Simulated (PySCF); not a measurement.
4H-1,3,5-oxadiazine (C3H4N2O), SMILES N1=COC=NC1.

Geometry: PBE-D3(BJ)/def2-SVP. The values are those of a single conformer.

Computed with PySCF with PBE-D3(BJ)/def2-SVP.

No scaling factor is applied to the harmonic values.

```csv
mode,ν (cm⁻¹),IR (km/mol),moving atoms (share of kinetic energy)
1,85,3.5,"H 32 %, O 28 %, N 22 %, C 19 %"
2,415,0.0,"N 43 %, C 32 %, H 25 %"
3,518,25.7,"H 45 %, C 23 %, N 16 %, O 15 %"
4,553,18.0,"N 41 %, O 28 %, C 27 %"
5,643,8.5,"N 53 %, C 34 %, O 10 %"
6,866,21.1,"N 43 %, O 41 %, C 14 %"
7,883,2.6,"H 57 %, C 33 %"
8,914,0.0,"H 68 %, C 31 %"
9,917,0.9,"C 60 %, N 16 %, H 13 %, O 11 %"
10,956,7.1,"C 59 %, N 18 %, H 16 %"
11,1021,11.8,"H 55 %, C 35 %, N 10 %"
12,1044,10.5,"C 77 %, N 11 %, H 9 %"
13,1076,350.8,"C 39 %, O 34 %, H 16 %, N 11 %"
14,1237,0.0,H 95 %
15,1320,41.4,"H 75 %, C 17 %"
16,1333,7.6,"H 79 %, C 13 %"
17,1351,1.8,"H 82 %, N 10 %"
18,1406,0.0,H 93 %
19,1672,14.3,"N 47 %, C 47 %"
20,1769,231.4,"C 53 %, N 43 %"
21,2949,44.7,H 95 %
22,2976,15.6,"H 90 %, C 10 %"
23,3099,21.6,"H 91 %, C 9 %"
24,3103,9.1,"H 91 %, C 9 %"
```
